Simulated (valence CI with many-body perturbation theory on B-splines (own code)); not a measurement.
# Cu XVII: key properties

Computed by configuration interaction combined with many-body perturbation theory (CI+MBPT): three valence electrons over a frozen Dirac-Fock core [Ne], radial functions for each j: 9 s, 9 p, 8 d, 6 f, 3 g, 1 h, with the one-electron correlation potential Σ1, the two-electron term Σ2, the three-electron term Σ3, Breit, model QED; selected CI, second order for the rest, scaled by the run's own slope (own B-spline code, finite nucleus).

No measured levels were compared; by estimate levels of excited configurations hold to 0.05 to 0.15 % of their energy, terms of the ground configuration to about 0.5 %.

Names give the largest LS component (configuration and term), which can be under half, so a name can repeat, a term be missing and a line seem to break the LS rules; names also repeat where a configuration has a term twice.

Rates and lifetimes use the calculated energies. Strong lines usually hold to 10 to 20 %, long lifetimes can be off by a factor of two.

(1) What is the ground level?

(2) Where does the other parity begin?

(3) How is the term 2P° of the ground level split?

(4) What is the ionisation energy?

(5) How well does LS coupling describe the low levels?

(6) Among levels below 116.58 eV, which E1 lines absorb most strongly from the ground level?

(7) Name the longest-lived excited levels whose lifetime is computed, and their main decay.

Answers

(1) 3s2 3p 2P°_1/2, composition 97 % 3s2 3p 2P°, g = 0.664.

(2) At 3s 3p2 4P_1/2, 34.35 eV.

(3) J = 1/2 at 0.00, J = 3/2 at 4.12 eV.

(4) 556.54 eV; NIST lists 552.8 ± 2.1 eV (semi-empirical).

(5) Among the lowest 20 levels the leading LS term, summed over configurations, holds 92 % on average. For single configurations the figures are 84 % in LS and 68 % in jj coupling. Terms mix most in the J = 1/2 level at 55.18 eV, where the leading one holds 60 %.

(6) to 3s2 3d 2D_3/2 at 17.41 nm, f = 0.402; to 3s 3p2 2S_1/2 at 22.47 nm, f = 0.226; to 3s 3p2 2P_3/2 at 20.37 nm, f = 0.131.

(7) 3s2 3p 2P°_3/2 at 4.12 eV lives 3.01 ms, mostly by M1 to 3s2 3p 2P°_1/2. The lifetime of 3s 3p 3d 4F°_9/2 is too uncertain to give, and may be longer.
